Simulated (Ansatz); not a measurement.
Ideal-gas functions of C$_{3}$ClN$_{3}$Sn (`N#[C][Sn]([Cl])([C]#N)[C]#N`) at 800 K and 1 bar, from an Ansatz frequency run at PBE0-D4/def2-TZVP.

Molar mass 232.22 g/mol, point group C3v (symmetry number 3), electronic degeneracy 1, moments of inertia 512.988, 513.266, 527.04 u Å². Harmonic wavenumbers (cm⁻¹, unscaled): 69, 69, 79, 95, 95, 220, 263, 263, 313, 313, 316, 403, 438, 459, 459, 2334, 2334, 2336.

Use S(trans) = R[1.5 ln M + 2.5 ln T − 1.1517]; rotational temperatures θ = 24.2544 K / I; S(rot) = R[ln(√π/σ · √(T³/θAθBθC)) + 1.5]; for each mode x = 1.438777 ν̃/T, S = R[x/(eˣ − 1) − ln(1 − e⁻ˣ)] and H = RT x/(eˣ − 1); 1 cm⁻¹ = 0.0119627 kJ/mol; R = 8.31446 J/(mol·K).

**Question.** By hand: the entropy, in J/(mol·K).

**Answer.** Translation 197.3. Rotation: θ = 0.0473, 0.0473, 0.046 K, giving 129.6. Vibration, mode by mode: 25.67, 25.67, 24.55, 23.02, 23.02, 16.08, 14.62, 14.62, 13.20, 13.20, 13.12, 11.17, 10.51, 10.14, 10.14, 0.66, 0.66, 0.66, in all 250.7. Electronic 0.0. Sum 577.6 J/(mol·K).

**Question.** By hand: H − E and G − E in kJ/mol, counted from the electronic energy.

**Answer.** Zero-point energy ½ × 10858 × 0.0119627 = 64.9; thermal vibration 80.3; translation, rotation and pV give 4 RT = 26.6. H − E = 171.8 kJ/mol, and G − E = 171.8 − 800 × 577.6/1000 = -290.3 kJ/mol.

Vibration gives 43 % of the entropy, 121.9 J/(mol·K) of it from the modes under 150 cm⁻¹: soft modes count most, and the harmonic formula is weakest for them.
